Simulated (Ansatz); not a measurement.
Isolated molecules relaxed with PBE0-D4/def2-TZVP in Ansatz; ΔE leaves out vibrations. CCSD(T)/CBS adds triple-zeta CCSD(T) − MP2 to the extrapolated MP2 energy (def2 sets, frozen cores). DFT in def2-TZVPP. HSE06 is defined as in plane-wave codes. For Ga outer-core shells are correlated without core-valence functions, which leaves a few kJ/mol of doubt a bond. Scalar relativity is left out up to krypton. One conformer a species, not always the lowest.

`CO[B](F)[GaH2]` + `O[SiH3]` → `COB(F)O[SiH3]` + `[GaH3]`  (cleavage of the B–Ga bond)

Question: Is it downhill or uphill in electronic energy at CCSD(T)/CBS, and by how much? (Estimate.)

Answer: Ansatz gave: Downhill: ΔE = -139.7 kJ/mol.

Question: What do these levels give: PBE-D4, B97M-V, HSE06-D4, ωB97M-V, B2PLYP, PBE-QIDH, revPBE, BLYP, PBE0, r2SCANh, MP2/def2-TZVPP, CCSD/def2-TZVPP? (An estimate is asked.)

Answer: Computed: PBE-D4 -127.3, B97M-V -158.2, HSE06-D4 -138.3, ωB97M-V -146.4, B2PLYP -144.5, PBE-QIDH -145.7, revPBE -121.3, BLYP -132.1, PBE0 -136.9, r2SCANh -147.4, MP2/def2-TZVPP -144.6, CCSD/def2-TZVPP -147.6 kJ/mol.

Largest T1 diagnostic among the species: 0.014.

Leaving LDA and LC-ωPBE aside and taking each functional with its dispersion term where it has one, the values spread over 30.9 kJ/mol, from B97M-V to PBE-D4. LDA lies −12.8 kJ/mol from PBE without D4. From PBE to PBE0 (25 % exact exchange), in def2-TZVPP and without D4, ΔE moves by −11.4 kJ/mol. At CCSD(T), def2-SVP lies −30.9 kJ/mol from the extrapolated value and def2-TZVPP −4.2 kJ/mol.
